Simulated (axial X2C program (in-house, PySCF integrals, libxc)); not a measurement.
# AsF⁺: bond constants with and without spin–orbit coupling

Calculated with an in-house relativistic program for diatomic molecules. Spin-free means the one-electron spin-free X2C Hamiltonian; two-component (2c) means X2C with spin–orbit coupling and atomic mean-field two-electron Coulomb and Gaunt terms, so the difference of the two also holds small scalar two-electron terms. Basis: As dyall-cv3z [9s9p6d4f1g], F dyall-av3z [7s6p3d2f] (cores contracted in-house); Gaussian nuclei, density fitting, unrestricted open shells. Masses: As 74.922 u, F 18.998 u.

Input:
```json
{
 "zs": [
  33,
  9
 ],
 "q": 1,
 "bas": [
  "dyall-cv3z",
  "dyall-av3z"
 ],
 "levels": [
  "PBE0",
  "HF",
  "LDA"
 ],
 "cc": true,
 "r0": 1.85,
 "thr": -2.0,
 "nmax": 90,
 "npts": 10,
 "nst": 2,
 "ntry": 6
}
```
```bash
python so2c.py task.json out
```

Keys: zs atomic numbers; q charge; bas basis sets; levels methods; cc coupled cluster on or off; r0 starting distance in Å; thr threshold in hartree for freezing inner shells (an s shell follows its p shell); nmax most natural virtual spinors; npts points on the curve; nst determinants followed; ntry starts of the search. HF also brings MP2.

State, spin-free: M_S = 1/2, Λ = 1 (beyond evenly filled blocks: π+α); electrons by block: σα: 10, σβ: 10, π+α: 5, π+β: 4, π-α: 4, π-β: 4, δ+α: 1, δ+β: 1, δ-α: 1, δ-β: 1. Fragments: As+ + F.

State, 2c: Ω = 1/2 (⟨Sz⟩ = -0.50, ⟨Lz⟩ = 1.00 at PBE0); electrons by block: 1/2: 15, -1/2: 14, 3/2: 5, -3/2: 5, 5/2: 1, -5/2: 1. Fragments: As+ + F.

```
Hamiltonian    level  Re (Å)  ωe (cm⁻¹)  ωexe (cm⁻¹)  De (eV)  k (mdyn/Å)  μ (D)
  spin-free     PBE0   1.658      833.8         3.23     4.61        6.21  -2.24
  spin-free       HF   1.629      898.5         3.32     2.43        7.21  -2.53
  spin-free      MP2   1.663      831.9         3.19     4.82        6.18    n/a
  spin-free     CCSD   1.655      845.8         3.31     4.35        6.39    n/a
  spin-free  CCSD(T)   1.663      825.2         3.35     4.55        6.08    n/a
  spin-free      LDA   1.661      816.8         3.28     6.10        5.96  -2.02
         2c     PBE0   1.659      832.6         3.22      n/a        6.19  -2.26
         2c       HF   1.630      897.1         3.32      n/a        7.19  -2.55
         2c      MP2   1.664      830.6         3.19      n/a        6.16    n/a
         2c      LDA   1.662      815.8         3.27      n/a        5.94  -2.04
```

Correlated methods: 11 electrons correlated (number of frozen shells: As 3 s, 2 p, 1 d; F 1 s), 231 virtual spin orbitals or spinors in MP2.

Dipoles are positive if F is the positive end and refer to the centre of mass.

The state is a single determinant with fixed occupations, the lowest that a limited PBE0 search found. Dissociation energies refer to the lowest single-determinant-based atoms at the same level and basis. De is not given where an atomic determinant may have missed its ground term or J level, or where the truncated virtual space spoils (T). Density functionals use the spin component along the axis (collinear). Coupled cluster ran in a truncated set of natural virtual spinors; the MP2 energy of the rest was added. (T) has no such correction and the atoms are truncated less, which lowers De at CCSD(T) by a hundredth of an eV or more. The functionals have no current-density term, which raises determinants with orbital currents, atoms included. Some points did not converge and are left out. The stretched end of a curve changes character and is left out.

No reliable constants came from CCSD (2c), CCSD(T) (2c): no minimum in range, unconverged points, a curve that is not smooth, a change of character along it, or the two Hamiltonians disagreeing along it.

Rough cost a point (2c) on 1 thread(s) of a shared host, integrals apart: PBE0 0.5 s, HF 0.4 s, LDA 0.2 s.

The whole task took 2.1 min on 1 thread of Intel(R) Xeon(R) Processor @ 2.30GHz (shared host).
